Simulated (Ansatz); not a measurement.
Stepwise reaction of `N#C[Si](F)(F)F` with hydrogen chloride, as a gas-phase model of exchange steps in deposition or etching. ΔE in kJ/mol; ΔG adds harmonic PBE0-D4 terms to CCSD(T)/CBS, at 1 bar.

Calculated with Ansatz (gas phase, PBE0-D4/def2-TZVP geometries, no zero-point term in ΔE). CCSD(T)/CBS adds triple-zeta CCSD(T) − MP2 to the extrapolated MP2 energy (def2 sets, frozen cores). This one scheme is used for every species. DFT in def2-TZVPP. B3LYP here is the variant with VWN-RPA as its local correlation; programs differ in this.

| step | reaction | PBE-D4 | B3LYP-D4 | ωB97M-V | CCSD(T)/CBS | ΔG(600 K) |
| --- | --- | --- | --- | --- | --- | --- |
| 1 | `N#C[Si](F)(F)F` + HCl → `N#C[Si](F)(F)Cl` + H–F | 42.8 | 53.2 | 52.2 | 51.8 | 50.9 |
| 2 | `N#C[Si](F)(F)Cl` + HCl → `N#C[Si](F)(Cl)Cl` + H–F | 41.3 | 51.6 | 50.8 | 49.0 | 53.8 |
| 3 | `N#C[Si](F)(Cl)Cl` + HCl → `N#C[Si](Cl)(Cl)Cl` + H–F | 39.6 | 49.6 | 49.0 | 45.8 | 56.3 |

Problem. By hand: ΔE of the 3 steps together at CCSD(T)/CBS.

Solution. (51.8) + (49.0) + (45.8) = 146.6 kJ/mol, or 48.9 kJ/mol a step.

In ΔE each step is lower than the one before. All are uphill at CCSD(T)/CBS. ΔG lies between 50.9 and 56.3 kJ/mol a step. PBE-D4 differs from CCSD(T)/CBS by -9.0 to -6.2 kJ/mol a step. Isolated molecules leave out the surface, adducts and barriers. Largest T1 diagnostic: 0.013.
